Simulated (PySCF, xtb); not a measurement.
C4H8S2, SMILES C1CSCSC1.

Geometry optimised at PBE-D3(BJ)/def2-SVP. The values are those of a single conformer.

Method: C-PCM-PBE0/def2-SVP in PySCF 2.14.0.

The values are the electrostatic part of the solvation free energy, E(continuum) − E(gas) at the gas-phase geometry, in a cavity of scaled van der Waals radii (PySCF's table); cavitation and dispersion terms are not included. In vacuum the orbital gap is 6.99 eV. The dipole moment in vacuum is 2.14 D.

```csv
solvent,ε,ΔG(elec) (kcal/mol),dipole (D),gap (eV)
water,78.36,-5.0,3.04,7.12
acetone,20.49,-4.8,2.99,7.12
chloroform,4.71,-3.9,2.80,7.09
```

For comparison, GFN2-xTB/ALPB(water) (xtb, at the GFN2-xTB geometry, all terms of that model) gives 0.1 kcal/mol.
